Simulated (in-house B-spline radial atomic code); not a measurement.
## Binding energies in Tb

NIST's tabulated ground configuration is [Xe] 4f9 6s2; each binding energy is the energy of the ion with one electron taken from that subshell, relaxed, less that of the parent. Level of theory: Dirac-Hartree-Fock, average of configuration, Fermi nucleus of rms radius 5.06 fm; calculated with a radial B-spline atomic code at the basis-set limit. Energies include first-order Breit, QED and recoil terms.

```tsv
subshell	X-ray name	binding energy (eV)	-ε (eV)	relaxation (eV)
1s	K	51996.4	52304.8	81.3
2s	L1	8715.8	8790.2	48.0
2p1/2	L2	8254.7	8332.5	52.1
2p3/2	L3	7516.7	7583.9	49.9
3s	M1	1969.2	2001.3	27.0
3p1/2	M2	1769.9	1802.3	27.8
3p3/2	M3	1615	1644.7	26.8
3d3/2	M4	1276	1306.6	28.9
3d5/2	M5	1243.1	1272.6	28.5
4s	N1	407.5	420.6	12.0
4p1/2	N2	328.3	340.9	11.7
4p3/2	N3	294.1	305.5	11.0
4d3/2	N4	162.9	173.3	10.2
4d5/2	N5	156.8	166.7	9.9
5s	O1	55.6	58.36	2.62
5p1/2	O2	31.91	34.34	2.35
5p3/2	O3	27.56	29.70	2.11
4f	N6,7	5.72	12.65	7.06
6s	P1	4.86	5.05	0.18
```

Relaxation = -ε minus the binding energy without Breit, QED and recoil terms.

Emission lines follow as differences of binding energies, with λ = 12398.42 eV·Å / E:

```tsv
line	holes	energy (eV)	wavelength (Å)
K-L3	1s → 2p3/2	44479.7	0.27874
K-L2	1s → 2p1/2	43741.7	0.28345
K-M3	1s → 3p3/2	50381.4	0.24609
L3-M5	2p3/2 → 3d5/2	6273.6	1.9763
L2-M4	2p1/2 → 3d3/2	6978.7	1.7766
L1-M3	2s → 3p3/2	7100.8	1.7461
L3-M1	2p3/2 → 3s	5547.5	2.235
L2-N4	2p1/2 → 4d3/2	8091.8	1.5322
```

Question: What screening constant σ does Moseley's law, E = (3/4)·13.6057 eV·(Z - σ)², need for K-L3?

Answer: σ = -1.02.

Moseley's non-relativistic formula needs a falling, then negative, screening constant for heavy elements, because relativity binds the 1s electron more strongly than the formula allows.

Question: What does it cost to remove both a 3d3/2 and a 5p3/2 electron?

Answer: 1316.3 eV, which is 12.72 eV more than the two single binding energies together.

Question: What does it cost to remove both a 2p1/2 and a 3s electron?

Answer: 10293 eV, which is 69.23 eV more than the two single binding energies together.

Question: What does it cost to remove both a 2p3/2 and a 3d5/2 electron?

Answer: 8833.7 eV, which is 73.9 eV more than the two single binding energies together.
